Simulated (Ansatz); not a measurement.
Scan of the H5–O1–Si2–F3 dihedral angle

SiH2BrOF (SMILES O[SiH](F)Br), closed shell, at its PBE0-D4/def2-TZVP minimum:

```xyz
6
angstrom
O 0.7103 1.0609 -0.3398
Si 0.0938 -0.3387 0.1881
F 0.2290 -1.4738 -0.9119
Br -2.0602 -0.1487 0.6219
H 0.2302 1.5780 -0.9889
H 0.8389 -0.7416 1.3845
```

The dihedral angle H5–O1–Si2–F3 (74.3° at the minimum) is set to the values below, the two halves turning rigidly about the central bond. Each method's energies count from its own value at the PBE0-D4 minimum structure. Computed with Ansatz 0.2.0 (basis: def2-TZVPP); correlated methods freeze the cores. Filled d shells of the heavier atoms are correlated. The def2 sets are not built for correlating such inner shells, so the correlated values are less sure here.

CCSD(T) energies along the scan:
| dihedral angle (°) | CCSD(T) (kJ/mol) |
| --- | --- |
| -145.6 | 10.05 |
| -105.6 | 9.50 |
| -65.6 | 9.35 |
| -25.6 | 9.24 |
| 14.4 | 5.62 |
| 54.4 | 0.79 |
| 94.4 | 0.82 |
| 134.4 | 5.37 |
| 174.4 | 9.04 |
They count from the CCSD(T) energy at the PBE0-D4 minimum.

Largest difference from the CCSD(T) curve over the scan: PBE0-D4 0.60; wB97M-V 0.40; HF 1.24 kJ/mol. Each curve counts from its own value at the minimum.

The T1 diagnostic stays at or below 0.010.

For scale, one of the runs: CCSD(T)/def2-TZVPP, 180 basis functions (an equivalent command: `ansatz run in.yaml --threads 4`). Hardware: 4 CPU threads, shared host. Wall time 44 s; peak host memory 1.8 GiB.
